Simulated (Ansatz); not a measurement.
Relaxation of BClFHN (5 atoms, charge -1, multiplicity 1), to a largest force component of 0.015 eV/Å in at most 40 steps.

Method: RKS PBE-D4/def2-SVP in Ansatz.

```xyz
5
Properties=species:S:1:pos:R:3
N -0.044 1.068 -0.057
B -0.077 -0.257 -0.024
F -1.078 -1.157 -0.419
Cl 1.349 -1.192 0.618
H 0.794 1.525 0.284
```

Task: Where does it end, and by what steps?

Result: It converged. Limits of this set-up: an anion without diffuse functions, the dipole of an ion depends on the origin. After 7 steps the energy has fallen by 0.195 eV; Cl4 moved furthest, 0.13 Å.

```tsv
step	energy less start (eV)	largest force component (eV/Å)	accepted
0	0.0000	1.498	yes
1	-0.1488	0.753	yes
2	-0.1906	0.194	yes
3	-0.1922	0.273	yes
4	-0.1945	0.075	yes
5	-0.1953	0.046	yes
6	-0.1953	0.100	yes
7	-0.1954	0.003	yes
```

```xyz
5
Properties=species:S:1:pos:R:3
N -0.108 1.113 -0.086
B -0.060 -0.237 -0.017
F -1.059 -1.110 -0.413
Cl 1.404 -1.306 0.647
H 0.766 1.526 0.272
```

Whether the end is a true minimum wasn't checked by a vibrational analysis.

Time of the run: 16 s on 1 thread of Arm Neoverse V1 (shared host), peak memory 0.14 GiB.
